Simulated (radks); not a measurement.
The numbers below are computed, except where a source is named.
These are the eigenvalues of the occupied orbitals of an atom or ion with whole-number occupations (hartree). Level of theory: scalar-relativistic Kohn-Sham, PBE, spin-unpolarised, spherical densities, point nucleus (a radial shooting solver on a logarithmic mesh with Libxc functionals).

orbital  eigenvalue
1s        -550.7746
2s        -131.3969

Which element is it, and in what charge state? The configuration may be excited.

Answer. Z = 34, selenium, charge +31: Se31+ in [He] 2s1. The 1s level, -550.77 hartree, gives Z - s = 33.2 by -(Z - s)^2/2, which with screening and relativity narrows Z to a few neighbours, and the depths must fix Z and the occupations together.
